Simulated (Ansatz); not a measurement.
C2H2GeN2 (`N#[C][GeH2][C]#N`): the same geometry under several functionals.

```yaml
crystal:
  periodic: [false, false, false]
  atoms:
    - {symbol: N, position_ang: [0.595612, -2.373777, 1.261022]}
    - {symbol: C, position_ang: [0.474653, -1.307418, 0.846035]}
    - {symbol: Ge, position_ang: [0.312214, 0.484581, 0.193175]}
    - {symbol: C, position_ang: [-0.989112, 0.421527, -1.209125]}
    - {symbol: N, position_ang: [-1.767358, 0.417272, -2.056641]}
    - {symbol: H, position_ang: [-0.213525, 1.371653, 1.313895]}
    - {symbol: H, position_ang: [1.648815, 0.918262, -0.393961]}
basis:
  gaussian: {orbitals: def2-TZVPP}
hamiltonian: {xc: {name: wB97X-V}}
output: {orbitals: {seedname: orbitals}}
```

```sh
$ ansatz run in.yaml --threads 4 --pin off --events-out ev --progress --plain --max-ram 10444MiB
```

Output, abridged:

```
Functional definition: wB97X-V
1177 factors; their error is unknown
240 factors; integrals over basis functions are off by at most 1.2e-5 eV
mean field evaluation 1: about -61591.2827 eV, gradient 6.0e1 eV
mean field evaluation 2: about -61586.1465 eV, gradient 8.1e1 eV
mean field evaluation 4: about -61598.4085 eV, gradient 3.4e0 eV
mean field evaluation 8: about -61598.4310 eV, gradient 3.1e-2 eV
mean field evaluation 16: about -61598.6172 eV, gradient 1.0e-4 eV
mean field -61598.61720239 eV, -2263.7074291453 hartree, gradient 4.1e-5 eV, S^2 0.000000; 0 other end points of the search recorded, 0 dependent functions left out
reference -61598.61720062 eV, -2263.7074290804 hartree; 30, 30 occupied and 170, 170 virtual orbitals, 1177 factors
Total energy: -61598.61720062 eV, -2263.7074290804 hartree
```

It took 3.4 s on 4 threads of an Intel Xeon Platinum 8488C on a shared host, with 0.55 GiB of host memory at the peak.

The same input with `hamiltonian: {xc: {name: LC-wPBE}}` (abridged; 1.3 s):

```
Functional definition: LC-wPBE
mean field evaluation 16: about -61593.9717 eV, gradient 7.6e-5 eV
mean field -61593.97169744 eV, -2263.5367099873 hartree, gradient 7.3e-5 eV, S^2 0.000000
Total energy: -61593.97169744 eV, -2263.5367099875 hartree
```

Changing it to `hamiltonian: {xc: {name: B3LYP}, dispersion: d4}` and forces (abridged; 2.2 s):

```
Functional definition: B3LYP
mean field evaluation 16: about -61606.6658 eV, gradient 8.7e-4 eV
mean field -61606.66576180 eV, -2264.0032082483 hartree, gradient 1.9e-5 eV, S^2 0.000000
Total energy: -61606.90513889 eV, -2264.0120051942 hartree
Atom 0 force     0.005643    -0.057820     0.021503 eV/Å
Atom 1 force     0.012301    -0.085601     0.036138 eV/Å
Atom 2 force     0.085802     0.139756     0.056461 eV/Å
Atom 3 force    -0.062886     0.003207    -0.069425 eV/Å
Atom 4 force    -0.042052    -0.001484    -0.045462 eV/Å
Atom 5 force     0.005078    -0.000120    -0.003717 eV/Å
Atom 6 force    -0.003885     0.002062     0.004502 eV/Å
Dipole moment:     0.429367     0.699366     0.282543 e Å
```

Changing it to `hamiltonian: {xc: {name: B2PLYP}}` (abridged; 2.6 s):

```
Functional definition: B2PLYP
mean field evaluation 16: about -61583.3341 eV, gradient 1.4e-4 eV
mean field -61583.33413627 eV, -2263.1457868247 hartree, gradient 8.3e-6 eV, S^2 0.000000
13 core orbitals not correlated: weight in the atoms' cores, before any rotation towards them, 1.000 or more for the frozen orbitals, at most 0.000 for the correlated occupied ones
second order -31.04113334 eV of doubles, -0.00000000 eV of singles
Total energy: -61591.71540376 eV, -2263.4537927240 hartree
```

With the line `hamiltonian: {xc: {name: BHLYP}, dispersion: d4}` (abridged; 1.5 s):

```
Functional definition: BHLYP
mean field evaluation 16: about -61601.8359 eV, gradient 6.5e-5 eV
mean field -61601.83590155 eV, -2263.8257141579 hartree, gradient 3.6e-5 eV, S^2 0.000000
Total energy: -61602.02864692 eV, -2263.8327974197 hartree
```

The same input with `hamiltonian: {xc: r2scan, dispersion: d4}` and forces (abridged; 1.9 s):

```
Functional definition: r2SCAN
mean field evaluation 16: about -61602.1584 eV, gradient 9.9e-4 eV
mean field -61602.15836293 eV, -2263.8375643951 hartree, gradient 7.4e-6 eV, S^2 0.000000
Total energy: -61602.19425942 eV, -2263.8388835667 hartree
Atom 0 force     0.058563    -0.519512     0.201776 eV/Å
Atom 1 force    -0.057341     0.555143    -0.209903 eV/Å
Atom 2 force     0.007730     0.012591     0.005087 eV/Å
Atom 3 force     0.404256     0.009922     0.438189 eV/Å
Atom 4 force    -0.379090    -0.002573    -0.412698 eV/Å
Atom 5 force     0.022846    -0.037500    -0.047820 eV/Å
Atom 6 force    -0.056963    -0.018071     0.025369 eV/Å
Dipole moment:     0.424593     0.691590     0.279402 e Å
```

B3LYP takes the VWN-RPA correlation (the form of Gaussian; ORCA's B3LYP/G).
